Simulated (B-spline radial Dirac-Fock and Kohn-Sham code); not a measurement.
Core and valence levels of Tb²¹⁺

System: the Tb²¹⁺ ion in the configuration [Kr] 4d8; nuclear rms radius 5.06 fm (A = 159).

The run's input, task.json:

```json
{"items": [{
  "Z": 65,
  "q": 21,
  "cfg": [[1, 0, 2], [2, 0, 2], [2, 1, 6], [3, 0, 2], [3, 1, 6], [3, 2, 10], [4, 0, 2], [4, 1, 6], [4, 2, 8]],
  "A": 159,
  "rrms": 5.06,
  "do": ["binding"]
}]}
```

Launch: `python xray_run.py task.json out`

Calculated with a radial B-spline solver, using Dirac-Fock energy differences between relaxed states, corrected for Breit and QED terms. Correlation energy is missing from these numbers. Energies are counted from the vacuum level. Subshells whose hole state is unreliable or did not converge are left out.

All terms are in eV, carry their sign (relaxation lowers the binding energy) and add up to the binding energy; ⟨r⟩ is the mean radius of the orbital in the initial state.

| subshell | −ε (Koopmans) | relaxation | Gaunt | retardation | self-energy | vacuum polarisation | binding energy | ⟨r⟩ (bohr) |
| --- | --- | --- | --- | --- | --- | --- | --- | --- |
| 1s | 52893.7 | -63.10 | -164.13 | 14.38 | -92.87 | 15.41 | 52603.4 | 0.022 |
| 2s | 9382.1 | -29.50 | -17.08 | 1.17 | -12.56 | 1.94 | 9326.0 | 0.091 |
| 2p1/2 | 8923.8 | -33.61 | -29.62 | 3.28 | 0.34 | 0.02 | 8864.3 | 0.076 |
| 2p3/2 | 8175.6 | -31.39 | -20.93 | 4.19 | -0.70 | -0.08 | 8126.7 | 0.083 |
| 3s | 2591.1 | -9.41 | -2.97 | 0.17 | -2.80 | 0.42 | 2576.5 | 0.237 |
| 3p1/2 | 2392.2 | -10.14 | -5.30 | 0.53 | 0.04 | 0.00 | 2377.4 | 0.227 |
| 3p3/2 | 2233.8 | -9.33 | -3.56 | 0.75 | -0.16 | -0.02 | 2221.5 | 0.240 |
| 4s | 962.1 | -1.62 | -0.75 | 0.06 | -0.73 | 0.11 | 959.1 | 0.516 |
| 4p1/2 | 878.7 | -1.64 | -1.29 | 0.14 | 0.02 | 0.00 | 875.9 | 0.521 |
| 4p3/2 | 837.9 | -1.47 | -0.85 | 0.20 | -0.04 | -0.01 | 835.7 | 0.543 |
| 4d | 697.0 | -1.44 | -0.32 | 0.05 | 0.04 | -0.01 | 695.3 | 0.558 |

For the deepest level, K (1s), the Breit terms make up -0.285 % of the binding energy, QED -0.147 % and orbital relaxation -0.120 %.

Spin-orbit splittings: 2p 737.5 eV, 3p 155.9 eV, 4p 40.17 eV.

Going to the tabulated ground configuration of the next ion removes an electron from N4,5 (4d), computed at 695.3 eV. NIST lists 690 ± 4 eV as the ionisation energy of this species (theoretical), -5.28 eV from the computed value. Where a p, d or f shell is open in either ion the computed value averages over both j values and all terms, while the table refers to the lowest levels; that difference holds spin-orbit splitting (largest in heavy or highly charged ions), term energies where several electrons share open shells, and correlation, and it can reach 10 % or more.
